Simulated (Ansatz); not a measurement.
```yaml
crystal:
  periodic: [false, false, false]
  atoms:
    - {symbol: C, position_ang: [-0.792181, 2.118952, -1.273131]}
    - {symbol: Zn, position_ang: [0.440265, 0.794667, -0.557064]}
    - {symbol: Te, position_ang: [2.023686, -0.894195, 0.356928]}
    - {symbol: C, position_ang: [0.525723, -2.129780, 1.307554]}
    - {symbol: H, position_ang: [-1.383001, 1.695894, -2.088253]}
    - {symbol: H, position_ang: [-1.474326, 2.469460, -0.495548]}
    - {symbol: H, position_ang: [-0.240590, 2.979692, -1.658386]}
    - {symbol: H, position_ang: [1.067905, -2.949513, 1.774840]}
    - {symbol: H, position_ang: [-0.003875, -1.561628, 2.067445]}
    - {symbol: H, position_ang: [-0.163606, -2.523550, 0.565616]}
basis:
  gaussian: {orbitals: def2-SVP}
hamiltonian: {xc: {name: revPBE}}
scf: {lower_state_search: full}
output: {forces: true}
```

```sh
$ ansatz run in.yaml --threads 4 --pin off --events-out ev --progress --plain --max-ram 10444MiB
```

Shortened log:

```
Functional definition: revPBE
1342 factors; their error is unknown
mean field evaluation 1: about -57857.4960 eV, gradient 8.6e1 eV
mean field evaluation 2: about -57816.7976 eV, gradient 1.4e2 eV
mean field evaluation 4: about -57873.9413 eV, gradient 9.0e0 eV
mean field evaluation 8: about -57874.2030 eV, gradient 2.1e-1 eV
mean field evaluation 16: about -57874.1592 eV, gradient 2.4e-4 eV
mean field -57874.15921785 eV, -2126.8361227418 hartree, gradient 6.2e-5 eV, S^2 0.000000; 2 other end points of the search recorded, 0 dependent functions left out
reference -57874.15927182 eV, -2126.8361247251 hartree; 36, 36 occupied and 79, 79 virtual orbitals, 1342 factors
Total energy: -57874.15927182 eV, -2126.8361247251 hartree
Atom 0 at    -0.792181     2.118952    -1.273131 Å, force     0.258731    -0.269014     0.143840 eV/Å
Atom 1 at     0.440265     0.794667    -0.557064 Å, force    -0.038999     0.018432    -0.007824 eV/Å
Atom 2 at     2.023686    -0.894195     0.356928 Å, force     0.700427     0.153742    -0.172797 eV/Å
Atom 3 at     0.525723    -2.129780     1.307554 Å, force    -0.008664     0.065238    -0.041080 eV/Å
Atom 4 at    -1.383001     1.695894    -2.088253 Å, force    -0.334355    -0.209986    -0.449426 eV/Å
Atom 5 at    -1.474326     2.469460    -0.495548 Å, force    -0.382101     0.205828     0.409332 eV/Å
Atom 6 at    -0.240590     2.979692    -1.658386 Å, force     0.276318     0.479301    -0.216510 eV/Å
Atom 7 at     1.067905    -2.949513     1.774840 Å, force     0.274643    -0.468470     0.271133 eV/Å
Atom 8 at    -0.003875    -1.561628     2.067445 Å, force    -0.328061     0.282500     0.453662 eV/Å
Atom 9 at    -0.163606    -2.523550     0.565616 Å, force    -0.417939    -0.257571    -0.390329 eV/Å
Dipole moment:    -0.295628     0.058823    -0.005862 e Å
```

It took 1.6 s on 4 threads of an Intel Xeon Platinum 8488C on a shared host, with 0.25 GiB of host memory at the peak.
